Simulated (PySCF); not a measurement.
**Which determinant of CoCl lies lowest?**

Unrestricted PBE0; basis Co def2-TZVPP, Cl def2-TZVPP; no relativity; PySCF 2.14. Outer shells of the fragments: Co 3d7 4s2; Cl 3s2 3p5.

Followed along the bond (rough minima from three points):

```tsv
2Ms+1	unpaired	⟨S²⟩ at the start	R at minimum (Å)	Te (eV)
3	π ↑, δ ↑	2.03	2.11	0.00
3	σ ↑, δ ↑	2.01	2.14	0.09
3	π ↑↑	2.02	2.10	0.28
5	σ ↑, π ↑↑, δ ↑	6.00	2.16	0.55
5	σ ↑↑, π ↑, δ ↑	6.00	2.17	0.64
1	π ↓, δ ↑	1.01	2.05	0.75
```

Solutions found at the starting distance of 2.040 Å, counted from the lowest of them; the search is not exhaustive and high or unbound solutions are not listed, so other states can lie among these:

```csv
2Ms+1,unpaired,term,E (eV),⟨S²⟩,⟨Lz²⟩,μ (D)
3,"π ↑, δ ↑",mixed,0.00,2.03,4.29,-4.89
3,"σ ↑, δ ↑",³Δ,0.12,2.01,4.01,-5.02
3,π ↑↑,³Σ⁻,0.28,2.02,0.00,-5.02
5,"σ ↑, π ↑↑, δ ↑",⁵Δ,0.61,6.00,4.00,-1.46
1,"π ↓, δ ↑",mixed,0.72,1.01,4.18,-4.86
5,"σ ↑↑, π ↑, δ ↑",mixed,0.72,6.00,5.01,-1.64
```

A term symbol is given only where ⟨S²⟩ and ⟨Lz²⟩ are close to those of a pure state; real π, δ and φ orbitals otherwise mix terms. A positive dipole means Co(−)Cl(+).

The state is the lowest single determinant that the PBE0 search found; with open d or f shells the true ground state can be another one.
